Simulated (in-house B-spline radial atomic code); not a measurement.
## Binding energies in Re⁵⁸⁺

NIST's tabulated ground configuration is [Ne] 3s2 3p5; each binding energy is the energy of the ion with one electron taken from that subshell, relaxed, less that of the parent. Computed with an all-electron radial atomic-structure program (B-spline basis): Dirac-Hartree-Fock, average of configuration, Fermi nucleus of rms radius 5.3698 fm. Energies include first-order Breit, QED and recoil terms.

| subshell | X-ray name | binding energy (eV) | -ε (eV) | relaxation (eV) |
| --- | --- | --- | --- | --- |
| 1s | K | 76154.9 | 76556.0 | 33.9 |
| 2s | L1 | 16849.2 | 16903.2 | 7.4 |
| 3s | M1 | 6629 | 6641.5 | 0.9 |
| 3p | M2,3 | 6171.2 | 6180.3 | 1.0 |

Relaxation = -ε minus the binding energy without Breit, QED and recoil terms.

Task: What does it cost to remove both a 3s and a 3p electron?

Result: 12919 eV, which is 118.6 eV more than the two single binding energies together.

Task: What does it cost to remove two 1s electrons?

Result: 153840 eV, which is 1531 eV more than the two single binding energies together.
